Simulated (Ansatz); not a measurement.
Geometry optimisation, Ansatz, RKS LDA/def2-mTZVP.

Input file:

```yaml
crystal:
  periodic: [false, false, false]
  atoms:
    - { symbol: O, position_ang: [-1.7466, -0.575, 1.042] }
    - { symbol: Si, position_ang: [-0.6722, -0.3732, -0.2559] }
    - { symbol: Al, position_ang: [0.7539, 1.4388, 0.1675] }
    - { symbol: S, position_ang: [0.5482, -2.1677, -0.4438] }
    - { symbol: H, position_ang: [-1.239, -0.7319, 1.8099] }
    - { symbol: H, position_ang: [-1.392, -0.1035, -1.5116] }
    - { symbol: H, position_ang: [0.2246, 2.9126, 0.367] }
    - { symbol: H, position_ang: [2.3974, 1.1989, 0.2885] }
    - { symbol: H, position_ang: [1.2141, -1.6455, -1.4808] }
basis:
  gaussian: { orbitals: def2-mTZVP }
hamiltonian:
  xc: lda
relax:
  f_tol: 0.015
  max_steps: 40
```

Launched with:

```bash
$ ansatz run input.yaml --threads 2 --pin off --max-ram 3072MiB --backend cpu --events-out ev --progress --plain --runs-dir out
```

**Question.** Where does it end, and by what steps?

**Answer.** The forces met the threshold. After 29 steps the energy has fallen by 0.765 eV; S4 moved furthest, 1.74 Å. Joined: Al3–S4.

```tsv
step	energy less start (eV)	largest force component (eV/Å)	accepted
0	0.0000	2.844	yes
2	-0.2298	1.636	yes
4	-0.3423	0.297	yes
6	-0.4010	0.263	yes
8	-0.4336	0.331	yes
10	-0.4598	0.298	yes
12	-0.4875	0.152	yes
14	-0.5052	0.359	yes
16	-0.5473	0.566	yes
18	-0.6480	0.570	yes
20	-0.7069	0.847	yes
22	-0.7156	0.432	no
24	-0.7633	0.108	yes
26	-0.7650	0.036	yes
28	-0.7655	0.021	yes
29	-0.7655	0.009	yes
```

```xyz
9
Properties=species:S:1:pos:R:3
O -1.423 -1.274 1.010
Si -1.069 -0.041 -0.041
Al 0.914 1.297 -0.059
S 0.700 -0.732 -1.419
H -0.971 -1.228 1.874
H -2.180 -0.076 -1.045
H 0.928 2.573 -1.013
H 1.939 0.948 1.117
H 1.251 -1.512 -0.441
```

Run time: 36 s on 2 threads of Intel(R) Xeon(R) CPU @ 2.80GHz (Skylake/Cascade Lake), on a shared host, peak memory 0.16 GiB.
